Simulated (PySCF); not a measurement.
## Dipole response of Ru⁺ (ruthenium, charge +1)

[Kr] 4d7, high-spin 4F determinant. All numbers are calculated (PySCF 2.14, scalar relativity through the core potential, in aug-cc-pwCVTZ-PP with ECP28MDF (8s8p7d4f3g, 122 functions)). Coupled (time-dependent) response in atomic units; α is the mean over directions.

| method | mean α (bohr³) | C₆ (like pair) | S(−4) |
| --- | --- | --- | --- |
| UHF | 13.25 | 82.81 | 72.14 |
| PBE | 16.36 | 104.8 | 134.3 |

S(−4) is the Cauchy moment in α(ω) = α(0) + S(−4) ω² + …

Spin-orbit coupling is absent.

α(iu) at PBE:

```json
{"u (hartree)": "0", "α(iu) (bohr³)": "16.36"}
{"u (hartree)": "0.0500", "α(iu) (bohr³)": "16.04"}
{"u (hartree)": "0.100", "α(iu) (bohr³)": "15.19"}
{"u (hartree)": "0.200", "α(iu) (bohr³)": "12.93"}
{"u (hartree)": "0.300", "α(iu) (bohr³)": "10.91"}
{"u (hartree)": "0.500", "α(iu) (bohr³)": "8.111"}
{"u (hartree)": "0.750", "α(iu) (bohr³)": "5.950"}
{"u (hartree)": "1.00", "α(iu) (bohr³)": "4.552"}
{"u (hartree)": "1.50", "α(iu) (bohr³)": "2.906"}
{"u (hartree)": "2.00", "α(iu) (bohr³)": "2.009"}
{"u (hartree)": "3.00", "α(iu) (bohr³)": "1.109"}
{"u (hartree)": "5.00", "α(iu) (bohr³)": "0.4721"}
```

A single London oscillator, α(iu) = α/(1 + u²/ω²), gives C₆ = (3/4) ω α². Matching the computed C₆ needs ω = 4 × 104.8 / (3 × 16.36²) = 0.522 hartree.

For an ion, C₆ is the dispersion term alone; charge-induced terms of lower order in 1/R come first.

Energies and moments cover only the electrons outside the core potential.
